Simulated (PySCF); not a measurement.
C4H12Si.
Numbering: `[CH3:1][Si:2]([CH3:3])([CH3:4])[CH3:5]` (hydrogens: H6, H7, H8 on C1; H9, H10, H11 on C3; H12, H13, H14 on C4; H15, H16, H17 on C5)

Method: PySCF 2.14.0, PBE0-D3(BJ)/def2-SVP geometry optimisation, gas phase; density fitting, grid level 1; the optimiser is geomeTRIC in internal coordinates, started from a GFN2-xTB structure with every atom displaced at random (about 0.01 Å).

Step 0: E = -12208.7615 eV
```
atom  x, y, z in Å  |  force x, y, z in eV/Å
C1     -0.6959   -0.9294   -1.5296   -0.368   1.990   0.233
Si2    -0.0075   -0.0034   -0.0043    0.401  -0.036  -0.264
C3      0.2575    1.8433   -0.4289    0.949  -0.955   1.349
C4     -1.1956   -0.1431    1.4473   -0.725   0.546  -0.503
C5      1.6565   -0.8025    0.4817   -0.693   0.545   0.617
H6     -1.6629   -0.4637   -1.8371    0.348  -0.237   0.126
H7     -0.8727   -1.9570   -1.3249   -0.188  -1.389   0.255
H8     -0.0191   -0.8337   -2.3808    0.263  -0.048  -0.212
H9      0.6897    2.3845    0.4452   -0.201  -0.242  -0.283
H10    -0.6529    2.3253   -0.6920   -1.221   0.611  -0.378
H11     0.9620    1.9543   -1.2413    0.424   0.055  -0.600
H12    -2.1813    0.3039    1.2138    0.155   0.075  -0.179
H13    -1.4356   -1.1610    1.7162    0.092  -0.839   0.169
H14    -0.8674    0.3695    2.3468    0.414   0.218   0.387
H15     1.5327   -1.8578    0.7404   -0.055  -0.258   0.020
H16     2.3885   -0.7229   -0.3039    0.525  -0.008  -0.751
H17     2.0969   -0.2954    1.3585   -0.120  -0.031   0.013
```

Step 1: E = -12208.8782 eV
```
atom  x, y, z in Å  |  force x, y, z in eV/Å
C1     -0.7445   -0.8682   -1.4927    0.183  -0.278   0.077
Si2     0.0341   -0.0074   -0.0112   -0.138   0.117   0.090
C3      0.3090    1.8184   -0.3927   -0.220  -0.015  -0.203
C4     -1.2123   -0.1394    1.3979   -0.041  -0.109   0.124
C5      1.6703   -0.8062    0.4726    0.080  -0.031  -0.027
H6     -1.7466   -0.4624   -1.7094    0.061  -0.038   0.012
H7     -0.8420   -1.9494   -1.2608   -0.060   0.237  -0.156
H8     -0.1232   -0.7681   -2.3963   -0.031  -0.034  -0.037
H9      0.6234    2.3783    0.5020   -0.031   0.014  -0.015
H10    -0.6409    2.2510   -0.7696    0.246   0.012   0.131
H11     1.0744    1.9630   -1.1735   -0.030  -0.008   0.029
H12    -2.2043    0.1993    1.0623   -0.039   0.026  -0.069
H13    -1.3322   -1.1759    1.7612    0.060   0.075  -0.061
H14    -0.9410    0.4870    2.2594    0.099   0.017   0.080
H15     1.5522   -1.8727    0.7207   -0.029  -0.016  -0.030
H16     2.4294   -0.7262   -0.3250   -0.106  -0.008   0.003
H17     2.0873   -0.3101    1.3624   -0.003   0.039   0.052
```

Problem. Estimate the geometry and energy of step 2. (The exact step hangs on the optimiser's Hessian estimate; all steps are aligned on step 1, rigid shifts and turns removed.)

Solution. E = -12208.8940 eV, largest force 0.166 eV/Å
```
atom  x, y, z in Å  |  force x, y, z in eV/Å
C1     -0.7282   -0.8764   -1.5007    0.134  -0.075   0.062
Si2     0.0225   -0.0033   -0.0072   -0.102   0.048   0.016
C3      0.3003    1.8206   -0.3979   -0.075  -0.051  -0.087
C4     -1.2087   -0.1366    1.4152   -0.049   0.013   0.039
C5      1.6544   -0.8057    0.4759    0.068   0.011   0.054
H6     -1.7256   -0.4722   -1.7304   -0.025   0.014  -0.024
H7     -0.8386   -1.9531   -1.2879   -0.034   0.028  -0.039
H8     -0.1012   -0.7766   -2.4008   -0.001   0.011   0.001
H9      0.6194    2.3806    0.4946    0.009   0.003   0.013
H10    -0.6358    2.2720   -0.7672    0.038   0.033   0.033
H11     1.0660    1.9584   -1.1779    0.004  -0.009   0.002
H12    -2.2049    0.2049    1.0882    0.012   0.007   0.010
H13    -1.3167   -1.1745    1.7697    0.017  -0.002  -0.026
H14    -0.9160    0.4831    2.2782    0.041  -0.018  -0.014
H15     1.5290   -1.8730    0.7187   -0.019   0.003  -0.017
H16     2.4021   -0.7272   -0.3296   -0.022  -0.005  -0.015
H17     2.0750   -0.3099    1.3664    0.002  -0.011  -0.008
```

The energy changes by -0.0158 eV. The first-order estimate −F·Δx gives -0.0236 eV and the mean of the old and new forces, exact on a quadratic surface, -0.0158 eV. The step makes an angle of 68° with the force vector and moves no atom by more than 0.031 Å.

The cost below is that of the whole optimisation. The run took 79 s wall on one thread, Arm Neoverse V1 (aarch64), on a shared host, and the process peaked at 0.59 GiB of memory.
